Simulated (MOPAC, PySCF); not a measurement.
[Mo(F)2(NH2)4], neutral singlet in the gas phase. 

Z-matrix (Å, degrees):
```
Mo
F 1 1.9051
F 1 1.9248 2 89.11
N 1 1.9644 2 160.07 3 136.79
H 4 1.0254 1 125.56 2 143.72
H 4 1.0270 5 111.19 1 170.29
N 1 1.9719 2 79.99 3 -162.06
H 7 1.0244 1 126.93 2 -177.27
H 7 1.0268 8 111.79 1 168.51
N 1 1.9753 2 111.16 9 79.51
H 10 1.0270 1 126.31 2 -99.66
H 10 1.0291 11 111.40 1 158.98
N 1 1.9890 2 86.35 9 -113.42
H 13 1.0251 1 127.06 2 -148.84
H 13 1.0282 14 110.78 6 154.34
```
Charge 0, multiplicity 1.

All levels are single points at this geometry (BP86-D3(BJ)/def2-SVP); Pople sets use spherical d functions. Orbital energies aren't observables, and empty levels follow the basis.

| level | HOMO (eV) | LUMO (eV) | gap (eV) | dipole (D) | vertical IE, Delta-SCF (eV) |
|---|---|---|---|---|---|
| B3LYP-D3(BJ)/def2-TZVP in PySCF | -6.73 | -3.05 | 3.68 | 5.22 | – |
| PBE-D3(BJ)/def2-TZVP in PySCF | -5.63 | -3.43 | 2.20 | 4.92 | – |
| TPSSh-D3(BJ)/def2-TZVP in PySCF | -6.19 | -3.17 | 3.03 | 5.10 | – |
| B3LYP/6-311+G** (LANL2DZ on Mo) in PySCF | -6.85 | -3.47 | 3.38 | 5.67 | – |
| B3LYP/6-31G* (LANL2DZ on Mo) in PySCF | -6.29 | -2.82 | 3.48 | 5.24 | – |
| B3LYP/LANL2DZ in PySCF | -6.57 | -3.14 | 3.43 | 5.99 | – |
| BP86/6-31G* (LANL2DZ on Mo) in PySCF | -5.29 | -3.25 | 2.04 | 4.91 | – |
| PBE/6-31G* (LANL2DZ on Mo) in PySCF | -5.19 | -3.15 | 2.04 | 4.89 | 8.09 |
| SVWN5/6-31G* (LANL2DZ on Mo) in PySCF | -5.33 | -3.26 | 2.07 | 5.01 | 8.34 |
| HF/6-31G* (LANL2DZ on Mo) in PySCF | -9.84 | 0.12 | 9.96 | 5.92 | – |
| AM1 in MOPAC | -9.66 | -0.95 | 8.70 | 4.31 | – |
| PM6 in MOPAC | -8.40 | 0.99 | 9.39 | 6.22 | – |
| PM7 in MOPAC | -8.99 | 0.50 | 9.49 | 6.96 | – |
